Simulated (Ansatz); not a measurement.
## SiHCl2OF (SMILES O[Si](F)(Cl)Cl): the energy to break a bond

SiHCl2OF has 6 atoms, charge 0, and is taken as a singlet. As SMILES, `O[Si](F)(Cl)Cl`. Geometry: optimised at r2SCAN/def2-SVP. This is one conformer, not always the lowest.

```xyz
6

O    -0.5224    0.4639    1.1326
Si    0.2160    0.0155   -0.2509
F     1.6032   -0.7400    0.0508
Cl   -0.9298   -1.2819   -1.3368
Cl    0.6219    1.6982   -1.3074
H    -0.9467   -0.2199    1.6656
```

Wanted: the dissociation energy of the H6–O1 bond into doublet H and doublet SiCl2OF (shapes relaxed at r2SCAN/def2-SVP, no zero-point term). 1 Eh = 2625.50 kJ/mol = 27.2114 eV. Totals in Eh; open shells run unrestricted unless said.

| level | program | SiHCl2OF | doublet H | doublet SiCl2OF |
| --- | --- | --- | --- | --- |
| HF/def2-SVP | Ansatz | -1382.514272 | -0.499278 | -1381.863426 |
| PBE0-D4/def2-SVP | Ansatz | -1384.666119 | -0.500291 | -1383.968354 |
| wB97M-V/def2-SVP | Ansatz | -1385.160379 | -0.491712 | -1384.463706 |

Problem. Work out the dissociation energy at each level.

Solution. 
1. HF/def2-SVP: (-0.499278) + (-1381.863426) − (-1382.514272) = 0.151568 Eh = 397.9 kJ/mol = 4.12 eV.
2. PBE0-D4/def2-SVP: (-0.500291) + (-1383.968354) − (-1384.666119) = 0.197474 Eh = 518.5 kJ/mol = 5.37 eV.
3. wB97M-V/def2-SVP: (-0.491712) + (-1384.463706) − (-1385.160379) = 0.204961 Eh = 538.1 kJ/mol = 5.58 eV.

The levels span 398 to 538 kJ/mol; no measured value is set beside them. Hartree–Fock lacks the correlation of the bonding electrons, so it comes out low. A bond enthalpy at 298 K also holds the loss of zero-point energy and thermal terms.
